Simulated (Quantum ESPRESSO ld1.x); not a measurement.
Results of a calculation; reference values are marked as such.
Task: These are the eigenvalues of the occupied orbitals of an atom or ion with whole-number occupations (hartree). Level of theory: scalar-relativistic Kohn-Sham, revPBE, spin-unpolarised, spherical densities, point nucleus (ld1.x of Quantum ESPRESSO 7.5).

orbital  eigenvalue
1s         -280.894
2s         -34.9168
2p         -30.1628
3s         -5.53413
3p         -4.16311
3d         -1.98305
4p         -1.01179

Which element is it, and in what charge state? The configuration may be excited.

Result: Z = 27, cobalt, charge +3: Co3+ in [Ar] 3d5 4p1. The list shows which subshells hold electrons but not how many an open one holds; the 1s level, -280.89 hartree, gives Z - s = 23.7 by -(Z - s)^2/2, which with screening and relativity narrows Z to a few neighbours, and the depths of the outer levels then fix element, charge and occupations together.
